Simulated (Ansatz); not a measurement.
`[SiH3][SiH2]I` + `CBS` → `CBS[SiH3]` + `[SiH3]I` at 500 K and 1 bar (cleavage of the Si–Si bond).

Computed with Ansatz on PBE0-D4/def2-TZVP structures; ΔE is electronic, products minus reactants. CCSD(T)/CBS is the MP2 limit (def2-TZVPP, def2-QZVPP) plus CCSD(T) − MP2 in def2-TZVPP, frozen cores. def2 core potentials past Kr. For I outer-core shells are correlated without core-valence functions, which leaves a few kJ/mol of doubt a bond. Each species was taken in one conformer, which may not be the lowest.

```
        species  CCSD(T)/CBS energy (Eh)  H − E (kJ/mol)  S (J/(mol·K))
`[SiH3][SiH2]I`               -878.63094           151.8          398.3
          `CBS`               -463.66090           187.2          329.8
    `CBS[SiH3]`               -753.96029           247.4          413.0
      `[SiH3]I`               -588.34840            91.1          303.2
```

H − E and S are ideal-gas, rigid-rotor, harmonic terms from PBE0-D4/def2-TZVP, for one conformer and one mirror image of each species. 1 Eh = 2625.50 kJ/mol, R = 8.31446 J/(mol·K).

Problem. By hand: ΔE, ΔH, ΔS and ΔG.

Solution. ΔE = (-753.96029) + (-588.34840) − (-878.63094) − (-463.66090) = -0.01685 Eh = -44.2 kJ/mol. Δ(H − E) = 247.4 + 91.1 − 151.8 − 187.2 = -0.5, so ΔH = -44.7 kJ/mol. ΔS = 413.0 + 303.2 − 398.3 − 329.8 = -11.9 J/(mol·K). ΔG = -44.7 − 500 × (-11.9)/1000 = -38.8 kJ/mol.

Problem. By hand: the equilibrium constant, and the temperature at which ΔG would vanish if ΔH and ΔS stayed fixed.

Solution. log₁₀ K = −ΔG/(RT ln 10) = 4.1. ΔG = 0 at ΔH/ΔS = 3756 K, far beyond where these terms or the molecules hold.

The number of gas molecules stays the same, so ΔS is small and ΔH decides. A doubt of 5 kJ/mol in ΔE shifts log₁₀ K by 0.5 here. Other conformers and mirror images would add mixing entropy, several J/(mol·K) or more a flexible species. These are equilibria of isolated gas molecules and say nothing of rates. Largest T1 diagnostic: 0.013 (customary marks: 0.02 for closed shells, 0.045 for open ones).
